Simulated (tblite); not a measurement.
Compound: C₅H₁₅NSi.
SMILES with atom numbers: `[CH3:1][SiH2:2][NH:3][CH2:4][CH:5]([CH3:6])[CH3:7]` (hydrogens: H8, H9, H10 on C1; H11, H12 on Si2; H13 on N3; H14, H15 on C4; H16 on C5; H17, H18, H19 on C6; H20, H21, H22 on C7)

Cartesian coordinates in Å at the GFN2-xTB level; atoms count from 1:
```xyz
22
C5H15NSi angstrom
C      3.503    0.668   -0.629
Si     2.088   -0.483   -0.123
N      0.853    0.535    0.498
C     -0.384    0.034    1.042
C     -1.414   -0.408   -0.011
C     -2.635   -1.012    0.677
C     -1.826    0.760   -0.903
H      3.792    1.327    0.183
H      3.240    1.287   -1.482
H      4.374    0.085   -0.908
H      1.724   -1.318   -1.286
H      2.466   -1.375    0.980
H      0.734    1.445    0.078
H     -0.137   -0.824    1.672
H     -0.832    0.806    1.679
H     -0.940   -1.175   -0.633
H     -2.347   -1.854    1.302
H     -3.121   -0.268    1.306
H     -3.355   -1.360   -0.060
H     -2.248    1.565   -0.304
H     -2.575    0.441   -1.625
H     -0.970    1.145   -1.453
```

All values are computed: GFN2-xTB (tblite) harmonic vibrations without scaling, gas phase. This tight-binding method is rough: wavenumbers can miss measured ones by several per cent, in bad cases by 10 to 20. Modes of hydrogen on silicon can be 10 to 20 % off. One conformer, not necessarily the lowest.

Harmonic wavenumbers (cm⁻¹): 41.1, 52.1, 79.8, 121.7, 168.2, 200.2, 219.5, 262.6, 283.0, 366.6, 428.1, 469.3, 494.1, 509.4, 591.5, 702.3, 767.2, 792.6, 819.4, 829.4, 861.9, 871.7, 933.4, 947.7, 976.4, 989.4, 1123.2, 1151.6, 1167.4, 1180.6, 1228.6, 1294.6, 1336.3, 1344.0, 1375.9, 1381.0, 1406.3, 1419.5, 1479.7, 1497.4, 1498.3, 1500.5, 1505.6, 1506.1, 1511.9, 2122.5, 2219.1, 2914.4, 2942.0, 2965.5, 3021.1, 3027.0, 3028.8, 3033.3, 3036.6, 3038.2, 3038.4, 3046.9, 3058.6, 3444.3.

A = 4730, B = 909.1, C = 855.2 MHz; mass 117.097 u (most abundant isotopes); point group C1, symmetry number 1.

Q: Zero-point energy?

A: Half the sum of the wavenumbers: 41812 cm⁻¹ = 500.18 kJ/mol.

Q: What is S at 298.15 K and 1 bar for an ideal gas of classical rigid rotors and harmonic oscillators?

A: Translation 168.26, rotation 120.75, vibration 139.93: S = 428.9 J/(mol K).

Q: And Cp and H(298.15 K) − H(0)?

A: Cp = 172.79 J/(mol K), of which vibrations give 139.54 (their classical limit is 60 R = 498.9); H(298.15 K) − H(0) = 31.34 kJ/mol without the zero-point energy, 21.42 from vibrations.

Q: Blend soft modes into free rotors: weight 1/[1 + (100 cm⁻¹/ν̃)⁴] for the oscillator and the rest for a rotor with moment μB/(μ + B), μ = h/(8π²ν), B = 10⁻⁴⁴ kg m². What vibrational entropy results?

A: 126.23 J/(mol K) in place of 139.93, which changes −T·S at 298.15 K by +4.08 kJ/mol.

Q: What must be added to the electronic energy to get the Gibbs energy at 298.15 K and 1 bar?

A: ZPE + [H(298.15 K) − H(0)] − T·S = 500.18 + 31.34 − 127.89 = 403.63 kJ/mol.

Q: How do the functions run with temperature in this model?

A: 
```
 T (K)  S (J/(mol K))  Cp (J/(mol K))  H − H(0) (kJ/mol)  G − H(0) (kJ/mol)  ln q(vib)
    50          247.6            59.8               2.24             -10.14       0.77
   100          297.1            85.1               5.88             -23.82       2.26
373.15          471.4           206.8              45.58            -130.32      10.35
   500          539.4           258.5              75.20            -194.48      13.95
   750          659.6           334.5             149.96            -344.72      20.83
  1000          763.3           386.3             240.45            -522.90      27.29
```

q(vib) and H(0) count from the zero-point level.

Q: Which modes carry the vibrational entropy at 298.15 K?

A: 41.1 cm⁻¹: 21.78; 52.1 cm⁻¹: 19.82; 79.8 cm⁻¹: 16.30; 121.7 cm⁻¹: 12.86; 168.2 cm⁻¹: 10.27; 200.2 cm⁻¹: 8.92 J/(mol K); the other 54 give 49.99 together.

Hindered rotation and anharmonicity are outside this model. Other conformers, if any are populated, would add a mixing term that is left out. The structure is chiral; the term R ln 2 for an equal mix with its mirror image is left out.
